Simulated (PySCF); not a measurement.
C3H6FNSi, SMILES NC(F)=C=C[SiH3]. Atoms are numbered in the order given.

```xyz
12

N      2.4112     0.3158     0.4043
C      1.3476    -0.5392     0.1878
F      1.5356    -1.7204     0.7872
C      0.2376    -0.2945    -0.4814
C     -0.9114     0.0477    -1.0174
Si    -2.2429     0.9599    -0.0525
H      3.3126    -0.0897     0.1614
H      2.2881     1.2295    -0.0154
H     -1.1151    -0.2173    -2.0682
H     -1.7472     1.2419     1.3258
H     -2.5870     2.2476    -0.7342
H     -3.4917     0.1391     0.0165
```
Charge 0, spin multiplicity 1.

Geometry: PBE0-D3(BJ)/def2-SVP. The structure was generated by enumeration; whether it is a known compound was not checked. One conformer was computed; it need not be the lowest.

The numbers are results of PBE/def2-TZVP in PySCF, not measurements.

The molecule is in vacuum.

Computed frontier levels, gap, dipole moment and polarisability:
The highest occupied level is -5.04 eV, the lowest empty level is -1.78 eV and the orbital gap is 3.26 eV. The dipole moment comes out as 2.36 D and the quadrupole, principal values (traceless, Buckingham form, about the centre of nuclear charge) comes out as -5.88, -3.30, 9.18 D·Å. The mean static polarisability is 80.5 bohr³ (11.92 Å³) and the polarisability, principal values is 58.4, 61.1, 121.8 bohr³.
